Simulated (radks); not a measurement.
Q: Coherent X-ray form factor from a spherical all-electron density. All-electron calculation, Dirac Kohn-Sham, LB94 model potential, spin-unpolarised, spherical densities, finite nucleus; Fermi nuclear charge, rms radius of each element as measured or else 0.836 A^(1/3) + 0.57 fm. Program: a radial shooting solver on a logarithmic mesh with Libxc functionals.

sin(theta)/lambda (1/angstrom),f0 (electrons)
0.05,62.019
0.1,59.496
0.15,56.215
0.2,52.725
0.25,49.281
0.3,46.014
0.4,40.250
0.5,35.515
0.6,31.577
0.8,25.388
1,21.038
1.25,17.564
1.5,15.273
2,11.637

The species is in the configuration that NIST lists as its ground one. Which atom or ion scatters so?

A: The gadolinium ion Gd+, [Xe] 4f7 5d1 6s1. Extrapolating in s^2 from the first two rows gives f0(0) = 62.9, near the electron count 63; among species with that count, the fall with angle is slower the higher Z, and the table is that of Z = 64; from so few rows the species is fixed only to a neighbour or two.
